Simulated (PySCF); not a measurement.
C4NiO4, charge -1, quartet, at a GFN2-xTB geometry of the parent state (such geometries of metal compounds can be far from the true shape) (the multiplicity is a formal guess); DF-M062X/def2-SV(P) (PySCF).

Input for PySCF:
```python
from pyscf import gto, scf, dft

mol = gto.M(
    atom='''
Ni    0.06612918   -0.02978067   -0.08854965
O     2.12960836    0.41053015   -2.12588146
C     1.42481117    0.28796376   -1.21122710
O     0.56721683   -0.51832321    2.79931958
C     0.58416148   -0.64465598    1.63763823
O    -1.64509029   -1.61841372   -1.86220756
C    -0.97832311   -1.12447447   -1.05001896
O    -1.42624351    1.98804833    1.42586565
C    -0.83990758    1.27102106    0.72071123
''',
    basis='def2-sv(p)',
    charge=-1,
    spin=3,
    verbose=3,
)

mf = dft.UKS(mol)
mf.xc = 'm062x'
mf = mf.density_fit(auxbasis='def2-universal-jkfit')
mf.kernel()
```

### Question
What does PySCF print? Leave out banner, timings and long lists.

### Answer

```
SCF not converged.
SCF energy = -1960.76287322995 after 50 cycles  <S^2> = 3.780633  2S+1 = 4.0152873
```

The run did not converge; its last values are not results.
